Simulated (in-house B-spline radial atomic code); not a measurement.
Checks on a self-consistent run for Ir XXV (Ir24+), [Kr] (4d3/2)3 (4d5/2)6 4f8. Method: Dirac-Hartree-Fock, average of the jj configuration, Fermi nucleus of rms radius 5.4032 fm. Calculated with a B-spline radial code for spherical atoms.

```json
{"orbital": "1s1/2", "q": "2", "ε (Eh)": "-2842.21120", "<1/r>": "92.1339", "<r²>": "0.000419541", "small-component weight": "0.085009"}
{"orbital": "2s1/2", "q": "2", "ε (Eh)": "-524.45079", "<1/r>": "22.5708", "<r²>": "0.00635343", "small-component weight": "0.019419"}
{"orbital": "2p1/2", "q": "2", "ε (Eh)": "-502.49185", "<1/r>": "22.4881", "<r²>": "0.00452727", "small-component weight": "0.019452"}
{"orbital": "2p3/2", "q": "4", "ε (Eh)": "-442.60086", "<1/r>": "18.5785", "<r²>": "0.00571567", "small-component weight": "0.01741"}
{"orbital": "3s1/2", "q": "2", "ε (Eh)": "-145.25163", "<1/r>": "8.31596", "<r²>": "0.0410675", "small-component weight": "0.0064929"}
{"orbital": "3p1/2", "q": "2", "ε (Eh)": "-135.48365", "<1/r>": "8.2161", "<r²>": "0.0376211", "small-component weight": "0.0064207"}
{"orbital": "3p3/2", "q": "4", "ε (Eh)": "-122.13163", "<1/r>": "7.20826", "<r²>": "0.0439508", "small-component weight": "0.0058477"}
{"orbital": "3d3/2", "q": "4", "ε (Eh)": "-106.04392", "<1/r>": "7.0772", "<r²>": "0.0340039", "small-component weight": "0.0056903"}
{"orbital": "3d5/2", "q": "6", "ε (Eh)": "-103.24346", "<1/r>": "6.85164", "<r²>": "0.0356126", "small-component weight": "0.0055433"}
{"orbital": "4s1/2", "q": "2", "ε (Eh)": "-51.38733", "<1/r>": "3.59024", "<r²>": "0.191102", "small-component weight": "0.0022754"}
{"orbital": "4p1/2", "q": "2", "ε (Eh)": "-47.05097", "<1/r>": "3.49302", "<r²>": "0.19363", "small-component weight": "0.0021959"}
{"orbital": "4p3/2", "q": "4", "ε (Eh)": "-43.73970", "<1/r>": "3.17377", "<r²>": "0.219387", "small-component weight": "0.0020179"}
{"orbital": "4d3/2", "q": "3", "ε (Eh)": "-36.78050", "<1/r>": "3.01072", "<r²>": "0.223057", "small-component weight": "0.0018599"}
{"orbital": "4d5/2", "q": "6", "ε (Eh)": "-36.12047", "<1/r>": "2.92817", "<r²>": "0.231651", "small-component weight": "0.0017996"}
{"orbital": "4f5/2", "q": "3.4286", "ε (Eh)": "-27.50007", "<1/r>": "2.6782", "<r²>": "0.224395", "small-component weight": "0.00153"}
{"orbital": "4f7/2", "q": "4.5714", "ε (Eh)": "-27.45000", "<1/r>": "2.6505", "<r²>": "0.22795", "small-component weight": "0.0015095"}
```

Electron-electron repulsion V_ee = 5068.3343 hartree.

**Question.** What total energy follows from the eigenvalues?

**Answer.** The eigenvalues count the repulsion twice, so E = Σqε - V_ee = -12521.016 - 5068.334 = -17589.350 hartree; the run printed -17589.350.

**Question.** Does the Dirac virial theorem hold?

**Answer.** For a point nucleus E = -2c²Σq·w, with w the small-component weight. Here Σq·w = 0.46818 and c = 137.0360, so the ratio E/(-2c²Σq·w) is 1.000323; the finite nucleus accounts for the departure from 1.

**Question.** What diamagnetic shielding (Lamb formula) and susceptibility (Langevin formula) do the radii give?

**Answer.** σ = (α²/3)Σq<1/r> = 554.777/(3·137.036²) = 9847.5 ppm, and χ = -0.79199×10⁻⁶·Σq<r²> = -4.947×10⁻⁶ cm³/mol with Σq<r²> = 6.2458 bohr². Both are non-relativistic formulas without the paramagnetism of open shells; for so heavy an element the full relativistic shielding is larger by tens of per cent.
